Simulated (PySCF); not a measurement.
C₄H₁₀O. Atoms are numbered in the order given.

```xyz
15

C     -0.2951     2.5161     0.0000
C      0.5274     1.2273     0.0000
C     -0.3372    -0.0351     0.0000
C      0.4743    -1.3210     0.0000
O     -0.4284    -2.4133     0.0000
H     -0.9447     2.5716     0.8890
H      0.3524     3.4070     0.0000
H     -0.9447     2.5716    -0.8890
H      1.1924     1.2156    -0.8824
H      1.1924     1.2156     0.8824
H     -0.9987    -0.0431    -0.8837
H     -0.9987    -0.0431     0.8837
H      1.1352    -1.3415    -0.8916
H      1.1352    -1.3415     0.8916
H      0.0900    -3.2304     0.0000
```

Geometry: TPSSh-D3(BJ)/def2-SVP. One conformer was computed; it need not be the lowest.

These are TDDFT-PBE0/def2-SVPD (PySCF 2.14.0) values and carry that method's errors.

Vertical excitations. The molecule is in vacuum. State labels are in the subgroup Cs.

Computed lowest excited states:
| state | symmetry | energy (eV) | λ (nm) | f | main pairs |
|---|---|---|---|---|---|
| S1 | A" | 6.91 | 179 | 0.001 | HOMO→LUMO 94 % |
| S2 | A" | 7.80 | 159 | 0.009 | HOMO→LUMO+1 80 % |
| S3 | A" | 8.30 | 149 | 0.024 | HOMO→LUMO+2 85 % |
| S4 | A' | 8.50 | 146 | 0.003 | HOMO−2→LUMO 82 % |
| S5 | A' | 8.60 | 144 | 0.043 | HOMO→LUMO+3 85 % |
| S6 | A" | 8.71 | 142 | 0.001 | HOMO−1→LUMO 49 %, HOMO−1→LUMO+1 47 % |
| S7 | A" | 8.78 | 141 | 0.001 | HOMO→LUMO+4 86 % |
| S8 | A" | 8.93 | 139 | 0.006 | HOMO−1→LUMO+1 48 %, HOMO−1→LUMO 47 % |
| S9 | A' | 8.99 | 138 | 0.028 | HOMO−2→LUMO+1 84 % |
| S10 | A' | 9.14 | 136 | 0.005 | HOMO−3→LUMO+1 60 %, HOMO−3→LUMO 31 % |
| T1 | A" | 6.59 | 188 | 0 | HOMO→LUMO 89 % |
| T2 | A" | 7.62 | 163 | 0 | HOMO→LUMO+1 59 %, HOMO→LUMO+2 22 % |
| T3 | A' | 8.17 | 152 | 0 | HOMO−2→LUMO 74 %, HOMO→LUMO+3 12 % |
| T4 | A" | 8.18 | 151 | 0 | HOMO→LUMO+2 66 %, HOMO→LUMO+1 24 % |
Triplets are in the Tamm–Dancoff approximation, which puts them higher than full response would, so one can lie above its singlet here.
